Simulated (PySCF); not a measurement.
PySCF 2.14 output of an unrestricted wB97M-V calculation on a single atom or ion in aug-cc-pVQZ-PP with ECP28MDF (7s7p5d3f2g, 92 functions), with scalar relativity through the core potential:

```
SCF conv_tol = 1e-09
number electrons alpha = 13  beta = 9
    N. Mardirossian and M. Head-Gordon.,  J. Chem. Phys. 144, 214110 (2016)
cycle= 1 E= -214.02999860717  delta_E= -0.00588  |g|= 0.0292  |ddm|= 0.568
cycle= 2 E= -214.030203203101  delta_E= -0.000205  |g|= 0.0145  |ddm|= 0.145
cycle= 3 E= -214.03025366551  delta_E= -5.05e-05  |g|= 0.00243  |ddm|= 0.0286
cycle= 4 E= -214.030255938135  delta_E= -2.27e-06  |g|= 9.87e-05  |ddm|= 0.0107
cycle= 5 E= -214.030255963813  delta_E= -2.57e-08  |g|= 1.25e-05  |ddm|= 0.000755
cycle= 6 E= -214.030255964338  delta_E= -5.26e-10  |g|= 7.84e-07  |ddm|= 0.000121
converged SCF energy = -214.030255964338  <S^2> = 6.0022595  2S+1 = 5.0009037
```

The run itself started from symmetry-adapted Hartree-Fock orbitals and held the occupation by maximum overlap, on a logarithmic radial grid, so the iterations belong to that start.

**Question.** Which element, charge and spin multiplicity is this?

**Answer.** Sn (tin, neutral), multiplicity 5; the state was [Kr] 4d10 5s1 5p3, high-spin 5S determinant (an excited configuration).

Energies and moments cover only the electrons outside the core potential.
